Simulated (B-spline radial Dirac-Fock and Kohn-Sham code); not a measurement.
**Run log: Ru⁶⁺**

ΔSCF core binding energies without Breit or QED terms, calculated with an atomic code on a B-spline grid. Keys: rel is the Hamiltonian (dirac, or spin-free x2c and nr, where L3 and M5 stand for the whole 2p and 3d shells), method is hf or an exchange,correlation pair (spin-unpolarised, also for the hole states), nuc the nuclear model, radius_factor scales its radius, rmax is the box in bohr, h the logarithmic mesh step, order the B-spline order, points the quadrature points per cell, c_factor scales the speed of light, and damp, ndamp, maxit and tol steer the iteration. The run stops when the commutator error falls below 10·tol·max(1, Z/10), or the numerical noise floor, and the energy has settled to about 1e-8 Ha; the virial ratio is −V/T.

Input (task.json):

```json
{"items": [{"Z": 44, "q": 6, "cfg": [[1, 0, 2], [2, 0, 2], [2, 1, 6], [3, 0, 2], [3, 1, 6], [3, 2, 10], [4, 0, 2], [4, 1, 6], [4, 2, 2]], "A": 102, "rrms": 4.4809, "do": "settings", "holes": ["K", "L3", "M5"],
  "settings": [{"rel": "dirac", "method": "hf", "nuc": "fermi", "radius_factor": 1.0, "rmax": 45.0, "h": 0.3, "order": 8, "points": 10, "c_factor": 1.0, "maxit": 2, "damp": 0.5, "ndamp": 3, "tol": 1e-08}]}]}
```

Command: `python xray2_run.py task.json out`

Ground-state iterations:

```
iter   energy (Ha)        error
   1    -4513.92764904  1.54e+00
   2    -4520.12809430  3.33e-01
```

The ground state had not converged after 2 iterations, with total energy -4520.12809 Ha, virial ratio 1.94813 and highest orbital energy -84.52 eV. ΔSCF binding energies: K (1s) 22321.3 eV, L3 (2p3/2) 2976.9 eV, M5 (3d5/2) 393.9 eV (not all states converged, so these are not final).

Task: One setting is unsound. Which, and why?

Result: maxit ends the run before self-consistency. With the default settings (Dirac Hartree-Fock): The ground state converged in 9 iterations, with total energy -4520.94048 Ha, virial ratio 1.96069 and highest orbital energy -92.12 eV. ΔSCF binding energies: K (1s) 22287.9 eV, L3 (2p3/2) 2951.9 eV, M5 (3d5/2) 385.8 eV.
